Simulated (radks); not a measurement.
The mean radii <r> (bohr) of the occupied orbitals of an atom or ion are listed with their occupations. Method: scalar-relativistic Kohn-Sham, r2SCAN, spin-polarised, spherical densities, finite nucleus; meta-GGA in the generalised Kohn-Sham scheme; Fermi nuclear charge, rms radius of each element as measured or else 0.836 A^(1/3) + 0.57 fm; computed with a radial shooting solver on a logarithmic mesh with Libxc functionals.

| orbital | occ. | <r> |
|---|---|---|
| 1s up | 1 | 0.01899 |
| 1s down | 1 | 0.01899 |
| 2s up | 1 | 0.08037 |
| 2s down | 1 | 0.08037 |
| 2p up | 3 | 0.07174 |
| 2p down | 3 | 0.07174 |
| 3s up | 1 | 0.2085 |
| 3s down | 1 | 0.2084 |
| 3p up | 3 | 0.2085 |
| 3p down | 3 | 0.2083 |
| 3d up | 5 | 0.1892 |
| 3d down | 5 | 0.1890 |
| 4s up | 1 | 0.4659 |
| 4s down | 1 | 0.4662 |
| 4p up | 3 | 0.4937 |
| 4p down | 3 | 0.4941 |
| 4d up | 5 | 0.5271 |
| 4d down | 5 | 0.5278 |
| 5s up | 1 | 1.082 |
| 5s down | 1 | 1.083 |
| 5p up | 3 | 1.237 |
| 4f up | 7 | 0.6080 |
| 5p down | 3 | 1.233 |
| 4f down | 4 | 0.6102 |
| 5d up | 3 | 1.687 |
| 6p up | 2 | 3.167 |

Name the element and its charge. Open shells, if any, are filled with parallel spins first.

Answer. Z = 72, hafnium, charge +2: Hf2+ in [Xe] 4f11 5d3 6p2. The 1s radius gives Z: for a bare nucleus <r> = (2 gamma + 1)/(2Z) with gamma = sqrt(1 - (Z/c)^2), 0.01876 bohr for Z = 72, and screening makes it slightly larger (0.01899 here). The occupations add up to 70, and the charge is Z minus that.
